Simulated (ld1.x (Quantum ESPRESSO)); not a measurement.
**Reading a pseudo-wave (N (Z = 7))**

Columns: radius, all-electron u(r) and pseudo u(r) of the 2p shell (level -7.46 eV) of nitrogen in the configuration [He] 2s1 2p4; BLYP, scalar-relativistic, RRKJ scheme, ld1.x (Quantum ESPRESSO) 7.5.

| r (bohr) | all-electron | pseudo |
| --- | --- | --- |
| 0.095 | 0.0677 | 0.0220 |
| 0.190 | 0.2014 | 0.0853 |
| 0.285 | 0.3441 | 0.1826 |
| 0.380 | 0.4721 | 0.3027 |
| 0.475 | 0.5772 | 0.4323 |
| 0.570 | 0.6579 | 0.5583 |
| 0.665 | 0.7162 | 0.6691 |
| 0.760 | 0.7545 | 0.7562 |
| 0.855 | 0.7758 | 0.8151 |
| 0.950 | 0.7832 | 0.8452 |
| 1.045 | 0.7796 | 0.8495 |
| 1.140 | 0.7676 | 0.8332 |
| 1.235 | 0.7493 | 0.8029 |
| 1.330 | 0.7265 | 0.7650 |
| 1.425 | 0.7005 | 0.7245 |
| 1.520 | 0.6724 | 0.6851 |
| 1.615 | 0.6431 | 0.6485 |
| 1.710 | 0.6132 | 0.6148 |
| 1.805 | 0.5833 | 0.5835 |
| 1.900 | 0.5536 | 0.5536 |
| 1.995 | 0.5245 | 0.5245 |
| 2.090 | 0.4962 | 0.4962 |
| 2.185 | 0.4689 | 0.4689 |
| 2.280 | 0.4425 | 0.4425 |
| 2.375 | 0.4172 | 0.4172 |
| 2.470 | 0.3931 | 0.3931 |

How many radial nodes do the two functions have?

The all-electron 2p function has n − l − 1 = 0; the pseudo-wave has 0.

At about which radius was the pseudo-wave matched?

1.90 bohr, where the columns begin to agree (steps of 0.10 bohr).

Is the pseudo-wave norm-conserving?

Yes: the RRKJ scheme keeps the norm inside the radius equal to the all-electron one, which fixes the energy derivative of the logarithmic derivative at the level.
